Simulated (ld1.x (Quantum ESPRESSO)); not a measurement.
## silicon: one change to a TM semilocal potential, before and after

```
Element                 : Si
Generator               : ld1.x (Quantum ESPRESSO) 7.5
Type                    : norm-conserving Troullier–Martins (semilocal form)
Functional              : LDA (PZ)
Relativity              : scalar-relativistic
Frozen core             : [Ne]
Valence charge          : 4
Reference configuration : 3s2 3p2
Partial waves           : 3s (bound): rc 1.65 bohr; 3p (bound): rc 1.40 bohr
Local potential         : the p channel
Core correction         : none
```

Change: all radii scaled by about 1.19 (s 1.96, p 1.66 bohr).

Cutoffs: the cutoffs (Ry, on a coarse ladder) from which the occupation-weighted sum of valence levels, in a spherical-Bessel basis at the reference potential, stays within 10 and 1 mRy of its value at 400 Ry; they do not see the model core or the augmentation charge, which bear on the density cutoff. Errors are all-electron minus pseudo energies relative to the spin-unpolarised reference configuration.

**Question.** How do hardness, ghosts and transferability respond?

**Answer.** The potential gets softer (45 Ry and 60 Ry → 15 Ry and 35 Ry); of the 9 tests that both files solve, the error grows in 1 and shrinks in 2 by more than 15 % and 0.3 meV (median size 21.1 → 16.7 meV); neither file shows a bound ghost. A larger radius leaves more room for a smooth pseudo-wave, so fewer plane waves are needed. A semilocal file is local in each channel, so a ghost entry of none says nothing of the separable form that plane-wave codes build from it.

| quantity | base | changed |
| --- | --- | --- |
| cutoff, loose | 45 Ry | 15 Ry |
| cutoff, tight | 60 Ry | 35 Ry |
| loose cutoff by channel (10 mRy a level) | s 12 Ry, p 40 Ry | s 12 Ry, p 6 Ry |
| bound ghosts | none | none |
| error for 3s2 3p1, meV [ΔE 7.83 eV] | +4.0 | +4.2 |
| error for 3s2 3p0, meV [ΔE 23.94 eV] | +32 | +38 |
| error for 3s1 3p0, meV [ΔE 58.09 eV] | +215 | +229 |
| error for 3s0 3p4, meV [ΔE 13.78 eV] | +35 | +17 |
| error for 3s2 3p2.3, meV [ΔE -0.96 eV] | +0.1 | +0.1 |
| error for 3s2 3p1.5, meV [ΔE 2.96 eV] | +0.6 | +0.6 |
| error for 3s1 3p2, meV [ΔE 15.24 eV] | +21 | +15 |
| error for 3s2 3p2 (spin-polarised), meV [ΔE -0.61 eV] | +40 | +41 |
| error for 3s2 3p1 (spin-polarised), meV [ΔE 7.62 eV] | +21 | +21 |
